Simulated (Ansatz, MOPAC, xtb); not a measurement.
A ladder of methods for CsBr (SMILES [Br][Cs])

CsBr, singlet, SMILES `[Br][Cs]`. Each level relaxes the structure for itself.

Each level gives the equilibrium bond length (Å). The values are calculated.

**What was measured.** Huber and Herzberg, Constants of Diatomic Molecules gives the equilibrium bond length of the gas as 3.072 Å.

```
                                level                    kind  program  value (Å)  computed − measured
                                 MNDO          semi-empirical    MOPAC      3.071               -0.001
                                  PM6          semi-empirical    MOPAC      3.100               +0.028
                               PM6-D3          semi-empirical    MOPAC      3.109               +0.037
                             GFN1-xTB          semi-empirical      xtb      3.032               -0.040
     SVWN5/def2-TZVP (core potential)                     LDA   Ansatz      3.041               -0.031
PBE-D3(BJ)/def2-TZVP (core potential)                     GGA   Ansatz      3.102               +0.030
    r2SCAN/def2-TZVP (core potential)                meta-GGA   Ansatz      3.118               +0.046
  B3LYP-D4/def2-TZVP (core potential)           global hybrid   Ansatz      3.138               +0.066
   wB97X-V/def2-TZVP (core potential)  range-separated hybrid   Ansatz      3.126               +0.054
   CCSD(T)/def2-TZVP (core potential)   coupled cluster or CI   Ansatz      3.161               +0.089
```

Nearest: MNDO (-0.001 Å); farthest: CCSD(T)/def2-TZVP (core potential) (+0.089 Å). Computed less measured by kind, in Å (def2-TZVP rows): semi-empirical -0.040 to +0.037; LDA -0.031; GGA +0.030; meta-GGA +0.046; global hybrid +0.066; range-separated hybrid +0.054; coupled cluster or CI +0.089. In the correlated wave-function rows the outer d shell of Br is correlated, in sets not made for it.
